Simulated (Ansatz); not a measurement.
Consider the ligand exchange at a Li–O bond: `[Li][O][Li]` + HI → `[Li][I]` + `[Li][OH]`.

Computed with Ansatz on PBE0-D4/def2-TZVP structures; ΔE is electronic, products minus reactants. CBS: MP2 limit from def2 TZ/QZ plus the TZ coupled-cluster correction, frozen cores. DFT in def2-TZVPP. B3LYP here is the variant with VWN-RPA as its local correlation; programs differ in this. Elements past krypton have def2 core potentials. For I, Li outer-core shells are correlated without core-valence functions, which leaves a few kJ/mol of doubt a bond.

`[Li][O][Li]`:

Z-matrix (Å, degrees):
```
Li
O 1 1.605
Li 1 3.210 2 0.0
```

HI:

Z-matrix (Å, degrees):
```
I
H 1 1.610
```

`[Li][I]`:

Cartesian coordinates in Å:
```
Li -0.356 -0.192 1.123
I 0.356 0.192 -1.123
```

`[Li][OH]`:

```xyz
3

Li    1.349   -0.190    0.055
O    -0.205    0.029   -0.008
H    -1.144    0.161   -0.047
```

```
        level  ΔE (kcal/mol)  difference from CCSD(T)/CBS
      BLYP-D4          -40.0                          8.5
     B3LYP-D4          -44.9                          3.6
 CAM-B3LYP-D4          -45.8                          2.7
      ωB97M-V          -47.4                          1.1
       r2SCAN          -48.1                          0.4
        B3LYP          -44.8                          3.7
      r2SCAN0          -51.7                         -3.2
    CAM-B3LYP          -45.8                          2.7
  HF/def2-SVP          -57.4                         -8.9
HF/def2-QZVPP          -59.2                        -10.7
  CCSD(T)/CBS          -48.5                            0
```

Largest T1 diagnostic among the species: 0.021, so the coupled-cluster value is less sure than usual.

At CCSD(T), def2-SVP lies +5.5 kcal/mol from the extrapolated value and def2-TZVPP +1.9 kcal/mol. From r2SCAN to r2SCAN0 (25 % exact exchange), in def2-TZVPP and without D4, ΔE moves by −3.6 kcal/mol. Leaving LDA and LC-ωPBE aside and taking each functional with its dispersion term where it has one, the values, not all of them listed here, spread over 11.7 kcal/mol, from r2SCAN0-D4 to BLYP-D4.
